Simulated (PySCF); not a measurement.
Gas-phase thermal properties of GeCl₃

Computed with PySCF (xtb for GFN2) and rigid-rotor harmonic-oscillator thermochemistry at 1 bar. 6-31G* has spherical d functions here. Open shells (unrestricted): GeCl₃ (multiplicity 2). GFN2 has no spin-polarisation term. B3LYP is the form with VWN-RPA correlation. Ge: all electrons, no relativistic terms. GeCl₃: computed as isolated molecules; such fragments, hydroxides, amides, oligomers or adducts are transient or little studied in the gas. The harmonic model lacks anharmonicity and excited electronic states, which grow with temperature; levels with a mode under 35 cm⁻¹ are left out.

| level | point group | σ | ZPE (kJ/mol) | S°298 (J/mol/K) | Cp298 (J/mol/K) | S°1000 (J/mol/K) | H1000 − H298 (kJ/mol) |
|---|---|---|---|---|---|---|---|
| B3LYP/6-31G* | C3v | 3 | 9.3 | 339.3 | 76.3 | 436.6 | 56.8 |
| GFN2-xTB | C3v | 3 | 7.4 | 347.9 | 78.6 | 446.3 | 57.4 |
| HF/6-31G* | C3v | 3 | 10.6 | 332.6 | 74.5 | 428.9 | 56.4 |
| PBE/def2-SVP | C3v | 3 | 9.2 | 340.0 | 76.2 | 437.3 | 56.8 |
| PBE0/def2-TZVP | C3v | 3 | 10.0 | 336.1 | 75.3 | 432.8 | 56.6 |
σ: rotational symmetry number. Electronic degeneracy used: 2. Frequencies are unscaled.
